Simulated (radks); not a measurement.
Bi3-, configuration [Rn]. All-electron calculation, scalar-relativistic Kohn-Sham, LB94 model potential, spin-polarised, spherical densities, point nucleus; Watson sphere of charge +3 and radius 4.99 bohr. Program: a radial shooting solver on a logarithmic mesh with Libxc functionals.

Normalised radial functions P(r) = r R(r), r in bohr:

```
   r/bohr * 5p (the largest magnitude, 1.22, reaches the edge; | marks zero)
 0.001571                             *
 0.002146                             *
 0.002955                             *
 0.004037                             |*
  0.00556                             |*
 0.007595                             | *
  0.01046                             |  *
   0.0144                             |   *
  0.01968                             |     *
   0.0271                             |      *
  0.03702                             |      *
  0.05099                             |    *
  0.06965                             *
  0.09592                      *      |
    0.131                   *         |
   0.1805                          *  |
   0.2485                             |         *
   0.3395                             |              *
   0.4676                             |*
   0.6388          *                  |
   0.8797  *                          |
    1.202          *                  |
    1.655                     *       |
    2.261                           * |
    3.114                             *
    4.288                             *
    5.858                             *
    8.067                             *
    11.02                             *
```

5p: eigenvalue -97.619 eV, 3 radial nodes at r = 0.0681, 0.196, 0.476 bohr, <r> = 0.945 bohr, 90 % of the charge inside 1.36 bohr.
